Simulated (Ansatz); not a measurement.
`[F][SnH2][F]` → H• + `[F][SnH][F]`•  (homolysis of the H–Sn bond)

Isolated molecules relaxed with PBE0-D4/def2-TZVP in Ansatz; ΔE leaves out vibrations. CCSD(T)/CBS adds triple-zeta CCSD(T) − MP2 to the extrapolated MP2 energy (def2 sets, frozen cores). This one scheme is used for every species, atoms too. DFT in def2-TZVPP. No spin–orbit coupling; open shells (•) take unrestricted orbitals. def2 core potentials past Kr. For Sn outer-core shells are correlated without core-valence functions, so the limit isn't a true one: a few kJ/mol of doubt a bond, and 10 to 20 or more in all where bonds break to atoms.

`[F][SnH2][F]`:

Cartesian coordinates in Å:
```
F 0.763 -0.184 -1.639
Sn -0.044 -0.117 0.089
F -0.171 1.755 0.442
H 1.077 -0.754 1.185
H -1.624 -0.700 -0.077
```

`[F][SnH][F]`•:

```xyz
4

F    -0.160    1.224   -1.219
Sn    0.462   -0.272   -0.190
F     0.546    0.474    1.577
H    -0.848   -1.426   -0.168
```

```json
{"species": "`[F][SnH2][F]`", "LC-ωPBE energy (Eh)": "-415.26182"}
{"species": "H•", "LC-ωPBE energy (Eh)": "-0.50601"}
{"species": "`[F][SnH][F]`•", "LC-ωPBE energy (Eh)": "-414.63555"}
```

Task: Work out ΔE.

Result: ΔE = (-0.50601) + (-414.63555) − (-415.26182) = 0.12026 Eh = +3.27 eV. CCSD(T)/CBS gives +3.45 eV.

Task: What do rigid-rotor, harmonic-oscillator terms from PBE0-D4/def2-TZVP frequencies (298.15 K, 1 bar) make of the CCSD(T)/CBS value? (Best estimate.)

Result: Computed: ΔZPE = -0.23 eV, ΔH = +3.29 eV, ΔS = 123 J/(mol·K), ΔG = +2.91 eV. Open shells count their whole term as degenerate.

Largest T1 diagnostic among the species: 0.018.

At CCSD(T), def2-SVP lies −0.16 eV from the extrapolated value and def2-TZVPP −0.06 eV: correlation converges slowly with the basis, and small sets miss more of it in the bonded molecule than in its fragments. Leaving LDA and LC-ωPBE aside and taking each functional with its dispersion term where it has one, the values, not all of them listed here, spread over 0.36 eV, from revPBE-D4 to ωB97X-V. LDA lies +0.42 eV from PBE without D4, its usual overbinding. In def2-TZVPP, CCSD(T) changes the Hartree–Fock value by +0.80 eV (the triples alone add −0.00 eV) and MP2 by +0.68 eV; breaking electron pairs costs correlation energy, which Hartree–Fock lacks.
